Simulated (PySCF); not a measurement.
# ZrO: energy against distance

Set-up: PySCF, scalar-relativistic core potentials, basis sets Zr def2-TZVPPD with ECP28, O def2-TZVPPD. Energies in eV from Zr (4d2 5s2) + O in their ground configurations at the same level. State: ³Δ (triplet), unpaired electrons σ ↑, δ ↑.

```tsv
R (Å)	UHF-CCSD
1.550	-6.164
1.619	-6.816
1.670	-7.061
1.722	-7.144
1.774	-7.096
1.843	-6.878
1.929	-6.428
2.032	-5.730
```

Problem. Put a parabola through the three lowest points of the UHF-CCSD curve and estimate Re, k and ωe (reduced mass 13.58 u; 1 eV/Å² = 0.16022 mdyn/Å; ωe = 1302.8·√(k/μ) cm⁻¹).

Solution. Through R = 1.67, 1.722, 1.774 Å the second-order coefficient is 24.2 eV/Å², so Re ≈ 1.729 Å, k ≈ 7.76 mdyn/Å and ωe ≈ 985 cm⁻¹. A polynomial fit of higher order to the unrounded UHF-CCSD energies gives Re = 1.727 Å, k = 7.60 mdyn/Å, ωe = 975 cm⁻¹; anharmonicity and rounding make the difference.

The higher-order fit for each curve: UHF-CCSD: Re = 1.727 Å, ωe = 975 cm⁻¹, De = 7.14 eV.

Correlated steps freeze 1 core orbital. The measured ground state is X ¹Σ+ (Huber and Herzberg, Constants of Diatomic Molecules (1979)), not the state shown. Spin–orbit coupling is left out, which matters for elements this heavy, above all for dissociation energies. With d or f electrons several states lie close, and the lowest PBE0 determinant need not be the measured ground state.
